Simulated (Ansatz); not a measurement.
## Cost against result

Saddle point of CH₃BrI (charge -1), singlet ([CH₃I ([CH3][I]) + Br]⁻ → [CH₃Br ([CH3][Br]) + I]⁻; bonds formed: C2–Br3; bonds broken: I1–C2), PBE0-D4/def2-TZVPD structure:

I1  (0.550, -1.947, 1.635)
C2  (0.000, -0.001, 0.001)
Br3  (-0.531, 1.879, -1.579)
H4  (-0.895, 0.242, 0.541)
H5  (0.920, 0.499, 0.237)
H6  (-0.044, -0.673, -0.835)
(Å)

Barriers are electronic and count from the start structure reached by relaxing down the imaginary mode.

Ansatz 0.2.0; basis: as named in each row; cores frozen in the correlated methods. Filled d shells of the heavier atoms are correlated. Core potentials replace the inner electrons of the atoms past krypton. The def2 sets are not built for correlating such inner shells, so the correlated values are less sure here. B3LYP uses VWN-RPA correlation. Extrapolation: Hartree–Fock as exp(−7.88 √X), correlation as X^−2.97.

Times are rough, for one single point on 4 threads of a shared host (Oxide Virtual Turin-like).

The estimate by CCSD(T) at an estimated basis limit (MP2 extrapolated from triple and quadruple zeta, plus CCSD(T) − MP2 in triple zeta) is 8.17 kcal/mol.

```
      method        basis  time (s)  barrier (kcal/mol)  method less estimate
       SPW92     def2-SVP   under 1               -1.92                -10.09
      PBE-D4     def2-SVP   under 1               -1.48                 -9.66
     PBE0-D4     def2-SVP   under 1                1.23                 -6.94
       SPW92  def2-TZVPPD   under 1                2.04                 -6.13
      PBE-D4  def2-TZVPPD         1                2.39                 -5.79
     BLYP-D4  def2-TZVPPD         1                1.50                 -6.68
   r2SCAN-D4  def2-TZVPPD         2                3.27                 -4.91
     PBE0-D4  def2-TZVPPD         2                5.28                 -2.89
    B3LYP-D4  def2-TZVPPD         2                4.00                 -4.18
    BHLYP-D4  def2-TZVPPD         2                7.02                 -1.15
     CCSD(T)     def2-SVP         2                5.29                 -2.88
  r2SCAN0-D4  def2-TZVPPD         2                5.61                 -2.56
CAM-B3LYP-D4  def2-TZVPPD         2                7.55                 -0.63
     wB97M-V     def2-SVP         2                3.99                 -4.18
      B2PLYP  def2-TZVPPD         3                5.81                 -2.36
  RPA on PBE  def2-TZVPPD         3                5.90                 -2.28
     wB97X-V  def2-TZVPPD         3                9.72                  1.54
     wB97M-V  def2-TZVPPD         3                8.56                  0.39
    PBE-QIDH  def2-TZVPPD         3                7.90                 -0.28
      B97M-V  def2-TZVPPD         3                6.96                 -1.22
         MP2  def2-QZVPPD         8                9.55                  1.37
     CCSD(T)  def2-TZVPPD        24                8.34                  0.17
```

All methods are single points on the PBE0-D4 structures; a negative value means that the method puts the saddle structure below the start.

The T1 diagnostic stays at or below 0.014.

Labels in which every atom is bracketed show which atoms are joined, not bond orders.
